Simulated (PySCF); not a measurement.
# Spin states of CsCl⁺

Unrestricted PBE0; Cs def2-SVP with ECP46, Cl def2-SVP; scalar-relativistic core potentials (PySCF 2.14). Outer shells of the fragments: Cs+ closed shells only; Cl 3s2 3p5.

Followed along the bond (rough minima from three points):

| 2Ms+1 | unpaired | ⟨S²⟩ at the start | R at minimum (Å) | Te (eV) |
| --- | --- | --- | --- | --- |
| 2 | π ↑ | 0.75 | 3.64 | 0.00 |
| 2 | σ ↑ | 0.75 | 3.83 | 0.20 |

Solutions found at the starting distance of 3.275 Å, counted from the lowest of them; the search is not exhaustive and high or unbound solutions are not listed, so other states can lie among these:

| 2Ms+1 | unpaired | term | E (eV) | ⟨S²⟩ | ⟨Lz²⟩ | μ (D) |
| --- | --- | --- | --- | --- | --- | --- |
| 2 | π ↑ | ²Π | 0.00 | 0.75 | 1.00 | -2.25 |
| 2 | σ ↑ | ²Σ⁺ | 0.19 | 0.75 | 0.00 | -2.62 |
| 4 | σ ↑↑, π ↑ | ⁴Π | 9.33 | 3.75 | 1.01 | 5.02 |
| 4 | σ ↑, π ↑↑ | ⁴Σ⁻ | 9.34 | 3.75 | 0.00 | 4.68 |

A term symbol is given only where ⟨S²⟩ and ⟨Lz²⟩ are close to those of a pure state; real π, δ and φ orbitals otherwise mix terms. A positive dipole points towards Cl; it is taken about the centre of mass and depends on that origin.

Spin–orbit coupling is left out. Counting both spins, an empty level lies below a filled one in some of these solutions, because spin and occupation are held.
